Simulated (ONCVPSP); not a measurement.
## Te (Z = 52): one change to an ONCV potential, before and after

tellurium, optimised norm-conserving Vanderbilt (ONCV), made with ONCVPSP 4.0.1 (PBE, scalar-relativistic). Core [Ar] 3d10, reference 4s2 4p6 4d10 5s2 5p3 (charge +1). Waves: 4s+5s: rc 1.15 bohr, ncon 3, nbas 7, qcut 10.7 1/bohr, 2 projectors; 4p+5p: rc 1.25 bohr, ncon 3, nbas 6, qcut 13.6 1/bohr, 2 projectors; 4d: rc 0.90 bohr, ncon 5, nbas 8, qcut 11.1 1/bohr, 2 projectors, debl 3.7 Ha. Local part: polynomial inside 0.65 bohr (lpopt 5, dvloc0 4 Ha). Core correction: polynomial model core, fcfact 0.65.

All-electron outer shells of the reference configuration (PBE, scalar-relativistic, ld1.x):

```json
{"shell": "3p", "level (eV)": "-813.00", "outermost node (bohr)": "0.13", "outermost maximum (bohr)": "0.29"}
{"shell": "3d", "level (eV)": "-569.15", "outermost node (bohr)": "–", "outermost maximum (bohr)": "0.24"}
{"shell": "4s", "level (eV)": "-173.44", "outermost node (bohr)": "0.38", "outermost maximum (bohr)": "0.70"}
{"shell": "4p", "level (eV)": "-123.46", "outermost node (bohr)": "0.38", "outermost maximum (bohr)": "0.74"}
{"shell": "4d", "level (eV)": "-50.68", "outermost node (bohr)": "0.36", "outermost maximum (bohr)": "0.81"}
{"shell": "5s", "level (eV)": "-23.44", "outermost node (bohr)": "0.91", "outermost maximum (bohr)": "1.77"}
{"shell": "5p", "level (eV)": "-13.68", "outermost node (bohr)": "1.00", "outermost maximum (bohr)": "2.11"}
```

Change: s: qcut 6.7; p: qcut 8.6; d: qcut 7.

Cutoffs: the cutoffs (Ha) at which the residual kinetic energy of the hardest occupied pseudo-wave falls to 1 and 0.1 mHa per electron; they do not see the model core or the augmentation charge, which bear on the density cutoff. Errors are all-electron minus pseudo energies relative to the spin-unpolarised reference configuration.

Q: Predict the effect on cutoff, ghosts and configuration errors.

A: The potential gets harder (58 Ha and 207 Ha → 228 Ha and 273 Ha); a bound ghost appears in s, which as a rule spoils a file; the lowest positive-energy flag moves from s at 1.7 eV to none; of the 4 tests that both files solve, the error grows in 1 and shrinks in 1 by more than 15 % and 0.3 meV (median size 3.0 → 5.5 meV); the range in which the s phases agree narrows (upper end at the end of the scan → 2.5).

```csv
quantity,base,changed
"cutoff, loose",58 Ha,228 Ha
"cutoff, tight",207 Ha,273 Ha
loose cutoff by channel,"s 43 Ha, p 48 Ha, d 58 Ha","s 68 Ha, p 27 Ha, d 228 Ha"
bound ghosts,none,s
GHOST(+) flags under 300 eV,s at 1.7 eV,none
"error for 4s2 4p6 4d10 5s2 5p4, meV [ΔE -9.73 eV]",+2.0,+2.1
"error for 4s2 4p6 4d10 5s2 5p2, meV [ΔE 17.93 eV]",-4.0,-3.5
"error for 4s2 4p6 4d10 5s2 5p1, meV [ΔE 44.82 eV]",-10,-7.5
"error for 4s2 4p6 4d10 5s0 5p6, meV [ΔE 8.97 eV]",-0.7,-9.7
s: phases at 1.17 bohr within 0.05 rad from the reference energy up to (Ha; the scan ends near 5),to the end of the scan,2.5
p: phases at 1.27 bohr within 0.05 rad from the reference energy up to (Ha; the scan ends near 5),to the end of the scan,to the end of the scan
d: phases at 0.91 bohr within 0.05 rad from the reference energy up to (Ha; the scan ends near 5),to the end of the scan,to the end of the scan
"rms error of d²Exc/dni dnj with the model core, mHa",0.71,1.83
```

 A true bound ghost makes a file unfit for plane-wave use even where its test errors are small: the radial tests pick states by their node count and pass the ghost by.
